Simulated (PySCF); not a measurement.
The dipole of `CCC1=COCCO1` from its density and from atomic charges.

Coordinates (GFN2-xTB, Å) and charges (e) from the PBE0/pcSseg-1 density (PySCF):

```csv
atom,x,y,z,Mulliken,IAO,Hirshfeld,ESP-fitted
C1,-2.462,0.687,-0.297,-0.2720,-0.4165,-0.1203,-0.0440
C2,-1.695,-0.591,0.045,-0.1740,-0.2566,-0.0701,-0.0928
C3,-0.229,-0.429,-0.222,-0.0147,+0.1195,+0.0402,+0.0291
C4,0.419,-1.003,-1.234,+0.1683,-0.0593,-0.0284,-0.1180
O5,1.749,-0.793,-1.528,-0.4755,-0.3479,-0.1325,-0.3135
C6,2.270,0.321,-0.846,+0.0352,-0.0740,-0.0030,+0.1233
C7,1.809,0.303,0.615,+0.0407,-0.0739,-0.0025,-0.0240
O8,0.408,0.396,0.687,-0.4805,-0.3547,-0.1195,-0.2293
H9,-2.076,1.518,0.287,+0.1234,+0.1471,+0.0376,+0.0255
H10,-2.352,0.923,-1.353,+0.1089,+0.1401,+0.0353,+0.0251
H11,-3.519,0.564,-0.076,+0.1125,+0.1390,+0.0404,+0.0221
H12,-1.834,-0.817,1.104,+0.1288,+0.1478,+0.0409,+0.0654
H13,-2.074,-1.425,-0.546,+0.1210,+0.1429,+0.0460,+0.0548
H14,-0.052,-1.680,-1.925,+0.0943,+0.1634,+0.0513,+0.1733
H15,1.917,1.249,-1.318,+0.1184,+0.1341,+0.0375,+0.0695
H16,3.357,0.261,-0.918,+0.1247,+0.1569,+0.0546,+0.0599
H17,2.146,-0.633,1.080,+0.1195,+0.1355,+0.0381,+0.0949
H18,2.211,1.154,1.168,+0.1212,+0.1566,+0.0541,+0.0788
```

**Question.** Compute μ = Σ q r for each scheme (1 e·Å = 4.803 D) and compare with the dipole of the full density.

**Answer.** The full density gives (0.41, 0.48, 0.39) D, 0.74 D in size; dipole vectors point from the negative to the positive end.

```csv
scheme,μx,μy,μz,size (D),share of the full size (%),angle to the full dipole (°)
Mulliken,-0.32,0.60,0.17,0.69,94,64
IAO,0.36,0.47,0.41,0.72,97,4
Hirshfeld,0.40,0.25,0.32,0.57,77,14
ESP-fitted,0.40,0.51,0.38,0.75,101,2
```

**Question.** Which set comes closest?

**Answer.** Length of the difference vector: ESP-fitted 0.03 D, IAO 0.05 D, Hirshfeld 0.24 D, Mulliken 0.77 D. Closest: ESP-fitted. The schemes that divide the density aren't constrained to reproduce the dipole.

**Question.** What is left for the Hirshfeld atoms' own dipoles?

**Answer.** The shares of the density sum to the whole, so what Σ q r misses lies in dipoles about the nuclei. The atomic dipoles sum to (0.41, 0.48, 0.39) − (0.40, 0.25, 0.32) = (0.01, 0.23, 0.07) D, 0.24 D in size.

**Question.** With the origin at the mean of the coordinates, (0.000, 0.000, -0.293) Å, which are the largest single terms, by size, of the Hirshfeld dipole along the direction of the full one?

**Answer.** H18 +0.71, O8 -0.57, C1 +0.53, H14 -0.49, H13 -0.48 D; all 18 atoms together +0.55 D. The single terms depend on the origin, their sum doesn't.

**Question.** Give the size of the full dipole in other units.

**Answer.** 0.74 D = 0.292 au = 0.154 e·Å = 2.47 × 10⁻³⁰ C·m.

Isolated species at its GFN2-xTB geometry (one conformer only).

Conformer computed: `[CH3:1][CH2:2][C:3]1=[CH:4][O:5][CH2:6][CH2:7][O:8]1`: C1–C2–C3–C4 -107°.
